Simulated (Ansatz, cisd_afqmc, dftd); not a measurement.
System: SeOF, charge 0, doublet. SeOF (SMILES [O][Se]F, doublet).
B3LYP-D3(BJ)/def2-TZVP minimum from Ansatz (a first-principles code):
```xyz
3

Se     0.1871     0.1847     0.2272
F     -1.5097     0.1702    -0.2832
O      0.9033    -0.9764    -0.6471
```
Charge 0, spin multiplicity 2.

Property: atomisation energy (electronic, to ground-state atoms), in kcal/mol. Open shells are spin-unrestricted; no spin-orbit coupling. Cores are frozen in correlated methods (noble-gas shells, and filled d and f shells in the p block). No relativity. AFQMC is phaseless with a CISD trial state; ± is one standard error, without the phaseless bias. Outlying blocks are dropped, and bars are widened where a walk drifts. Over all cases where full CI ran beside it in this data, AFQMC minus full CI had a median of +0.1 mEh and passed +0.4 mEh in a tenth of the cases. CBS(X,Y): correlation extrapolated as X^-3, Hartree-Fock from the larger set (Q,5: extrapolated as (X+1)exp(-9√X)). A bracket is a step between two methods taken in the basis named. The UHF reference of FOSe ([O][Se]F, doublet) is spin-contaminated (<S^2> up to 0.04 over the pure value in the sets run).

| level | program | atomisation energy (kcal/mol) | difference against the last row |
|---|---|---|---|
| HF/cc-pVDZ | Ansatz | 46.5 | -143.2 |
| PBE-D3(BJ)/def2-TZVPD | Ansatz + dftd3 | 212.1 | 22.4 |
| r2SCAN-D4/def2-TZVPD | Ansatz + dftd4 | 194.5 | 4.8 |
| r2SCANh-D4/def2-TZVPD | Ansatz + dftd4 | 185.6 | -4.1 |
| wB97M-V/def2-TZVPD | Ansatz | 185.0 | -4.7 |
| CCSD/CBS(cc-pVQZ,cc-pV5Z) | Ansatz | 175.3 | -14.4 |
| CCSD(T)/CBS(cc-pVTZ,cc-pVQZ) | Ansatz | 186.7 | -3.0 |
| AFQMC/CISD/cc-pVDZ | cisd_afqmc | 143.8 ± 0.3 | -45.9 |
| CCSD(T)/CBS(cc-pVQZ,cc-pV5Z) + [CCSDT(Q) - CCSD(T)]/cc-pVTZ | Ansatz | 189.7 | 0.0 |
